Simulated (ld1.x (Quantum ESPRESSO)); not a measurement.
**Fe (Z = 26): excitation energies, all-electron against TM**

| Property | Result |
| --- | --- |
| Element | iron (Fe) |
| Generator | ld1.x (Quantum ESPRESSO) 7.5 |
| Type | norm-conserving Troullier–Martins (Kleinman–Bylander form) |
| Functional | LDA (PZ) |
| Relativity | scalar-relativistic |
| Frozen core | [Ne] 3s2 |
| Valence charge | 14 |
| Reference configuration | 3p6 3d6 4s0 4p0 (charge +2) |
| Partial waves | 3p (bound): rc 1.25 bohr; 3d (bound): rc 1.50 bohr; 4s (bound, empty): rc 1.80 bohr |
| Local potential | the s channel |
| Core correction | Bessel-smoothed model core inside 0.60 bohr |

Energies are relative to the spin-unpolarised reference configuration 3p6 3d6 4s0 4p0; without spin polarisation the order of configurations can differ from experiment. Spin-polarised rows fill each open shell by Hund’s rule, majority spin first. Not all tests gave a result: 1 of 9 tests not solved or not reliable.

Task: Give the all-electron excitation energy and the error of the potential for: 3p6 3d6 4s2 4p0; 3p6 3d5 4s0 4p0; 3p5 3d6 4s2 4p0; 3p6 3d5 4s2 4p1; 3p6 3d6.5 4s1.5 4p0; 3p6 3d7 4s0 4p0; 3p6 3d6 4s0 4p0 (spin-polarised); 3p6 3d6 4s2 4p0 (spin-polarised).

Result:

```json
{"valence configuration": "3p6 3d6 4s2 4p0", "charge": "0", "ΔE all-electron (eV)": "-25.473", "error AE − PS (meV)": "-14"}
{"valence configuration": "3p6 3d5 4s0 4p0", "charge": "+3", "ΔE all-electron (eV)": "34.529", "error AE − PS (meV)": "-275"}
{"valence configuration": "3p5 3d6 4s2 4p0", "charge": "+1", "ΔE all-electron (eV)": "42.111", "error AE − PS (meV)": "-773"}
{"valence configuration": "3p6 3d5 4s2 4p1", "charge": "0", "ΔE all-electron (eV)": "-16.611", "error AE − PS (meV)": "-1235"}
{"valence configuration": "3p6 3d6.5 4s1.5 4p0", "charge": "0", "ΔE all-electron (eV)": "-26.222", "error AE − PS (meV)": "-23"}
{"valence configuration": "3p6 3d7 4s0 4p0", "charge": "+1", "ΔE all-electron (eV)": "-18.614", "error AE − PS (meV)": "-179"}
{"valence configuration": "3p6 3d6 4s0 4p0 (spin-polarised)", "charge": "+2", "ΔE all-electron (eV)": "-3.590", "error AE − PS (meV)": "+200"}
{"valence configuration": "3p6 3d6 4s2 4p0 (spin-polarised)", "charge": "0", "ΔE all-electron (eV)": "-28.862", "error AE − PS (meV)": "+193"}
```

These tests converged, but a pseudo level misses the all-electron one widely, so the file describes the atom poorly there or has found another state: 3p6 3d5 4s0 4p0: empty 4p by 3.0 eV.
